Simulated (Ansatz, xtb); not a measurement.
# Relative energy of two isomers of H5IN2Si

Structure a: `NN[SiH2]I`, a singlet. Structure b: `N=[Si@H-]([NH3+])I`, a singlet. Both are isolated molecules in the gas phase, relaxed with B3LYP-D3(BJ)/def2-SVP; the shapes shown needn't be the lowest conformers.

a (Å):

```xyz
9

I    -0.8223    3.2737   -0.1082
N    -1.1957   -0.6612    0.1851
N     0.1083   -0.1259    0.0681
Si    0.5737    1.3829    0.7548
H    -1.3532   -0.9664    1.1461
H    -1.8996    0.0482   -0.0378
H     0.5865   -0.4806   -0.7560
H     1.9910    1.6433    0.3978
H     0.3244    1.3876    2.2182
```

b (Å):

```xyz
9

I    -1.4110    2.8627   -0.6200
N    -0.9932    0.1099    1.8683
N     0.9823    0.5776    0.1720
Si   -0.9640    0.5138    0.3054
H    -1.8336    0.0107    2.4296
H    -1.2711   -0.3169   -0.8969
H     1.3356    1.4931   -0.1238
H     1.4120   -0.1513   -0.4051
H     1.2074    0.4156    1.1648
```

Energies in hartree; the thermal terms are from B3LYP-D3(BJ)/def2-SVP harmonic frequencies (ideal gas, rigid rotor, one conformer each, 298.15 K, 1 atm) and include the zero-point energy:

|  | a | b |
| --- | --- | --- |
| E, CCSD(T)/def2-SVP | −697.852639 | −697.865918 |
| E, MP2/def2-SVP | −697.795043 | −697.813334 |
| E, MP2/def2-TZVPP | −698.533611 | −698.562207 |
| zero-point energy | 0.061718 | 0.062388 |
| H(298 K) − E | 0.068885 | 0.070074 |
| G(298 K) − E | 0.029856 | 0.030273 |

Problem. Correct the CCSD(T) difference for the basis set by the MP2 change, then work out ΔE, ΔE₀, ΔH and ΔG for a → b in kcal/mol (1 Eh = 627.51 kcal/mol) and the equilibrium ratio [b]/[a].

Solution. 1. Differences b − a: CCSD(T) −0.013279, MP2 in the small set −0.018291, MP2 in the large set −0.028596 Eh.
2. ΔE = −0.013279 + (−0.028596 − (−0.018291)) = −0.023584 Eh = −14.80 kcal/mol.
3. ΔE₀ = ΔE + ΔZPE = −0.023584 + (+0.000670) Eh = −14.38 kcal/mol.
4. ΔH = ΔE + (+0.001189) Eh = −14.05 kcal/mol.
5. ΔG = ΔE + (+0.000417) Eh = −14.54 kcal/mol, so ΔS = (ΔH − ΔG)/T = +6.8 J/(mol K).
6. kT = 0.9442 mEh, so K = [b]/[a] = exp(−ΔG/kT) = exp(+24.54) ≈ 4.5 × 10^10.

Structure b is favoured at this temperature. An error of 1 kcal/mol in ΔG would change K by a factor of 5.4. The basis-set step is large, which makes the value less sure. HF/STO-3G gave ΔE the other sign. Mirror images and further conformers aren't counted.

As drawn, b has 1 N=Si, 1 N–H in place of 1 N–N, 1 Si–H.

Other levels gave ΔE = −3.4 (GFN2-xTB); +51.5 (HF/STO-3G, GFN2-xTB geometries); −11.2 (r2SCAN-D4/def2-SVP, GFN2-xTB geometries); −8.3 (B3LYP-D3(BJ)/def2-SVP); −1.6 (HF/def2-SVP); −11.5 (MP2/def2-SVP); −8.3 (CCSD(T)/def2-SVP) kcal/mol. The correlated steps freeze 11 core orbitals; the filled d shell of I is correlated, in a basis made for valence electrons. Atoms past krypton carry core potentials in the def2 sets, without spin–orbit terms. Programs: Ansatz 0.2.0, xtb 6.7.1.
